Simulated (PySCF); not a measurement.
Ag²⁺ (silver, charge +2): UHF calculation

Configuration: [Kr] 4d9, 2D determinant. Calculation: PySCF 2.14, in x2c-SVPall; the spin-free X2C one-electron Hamiltonian (Gaussian nucleus).

| Property | Result |
| --- | --- |
| Total energy | -5311.345242 hartree |
| One-electron energy | -7289.6317 hartree |
| Hartree (Coulomb) energy | 2125.8926 hartree |
| Exchange energy | -147.6062 hartree |
| ⟨S²⟩ | 0.7516 |
| ⟨L²⟩ | 6.017 |
| Sum of ⟨r⟩ | 26.95 bohr |
| Sum of ⟨r²⟩ | 29.69 bohr² |
| Traceless quadrupole moment −½Σ⟨3z² − r²⟩ along its main axis | -0.569 e·bohr² |
| Langevin diamagnetic susceptibility | -23.5 ×10⁻⁶ cm³/mol |
| Time after the integrals | 0.2 s of wall time on 1 thread of Neoverse-V2 (shared host) |

| shell | electrons | mean orbital energy (hartree) | spread (hartree) | rms radius, mean of both spins (bohr) |
| --- | --- | --- | --- | --- |
| 1s α | 1 | -943.25833 | 0 | 0.0357 |
| 1s β | 1 | -943.25812 | 0 | 0.0357 |
| 2s α | 1 | -142.77749 | 0 | 0.146 |
| 2s β | 1 | -142.76407 | 0 | 0.146 |
| 2p α | 3 | -128.00976 | 0.01390 | 0.130 |
| 2p β | 3 | -127.99648 | 0.00145 | 0.130 |
| 3s α | 1 | -28.23304 | 0 | 0.392 |
| 3s β | 1 | -28.22589 | 0 | 0.392 |
| 3p α | 3 | -23.23990 | 0.02848 | 0.395 |
| 3p β | 3 | -23.23139 | 0.01983 | 0.395 |
| 3d α | 5 | -15.36176 | 0.03306 | 0.376 |
| 3d β | 5 | -15.34328 | 0.04973 | 0.376 |
| 4s α | 1 | -5.14185 | 0 | 0.979 |
| 4s β | 1 | -5.06657 | 0 | 0.979 |
| 4p α | 3 | -3.61344 | 0.06649 | 1.07 |
| 4p β | 3 | -3.52048 | 0.04436 | 1.07 |
| 4d α | 5 | -1.34928 | 0.07799 | 1.42 |
| 4d β | 4 | -1.30689 | 0.05937 | 1.42 |

Densities and radii are taken from the X2C orbitals without a picture-change correction, which distorts them close to the nucleus.
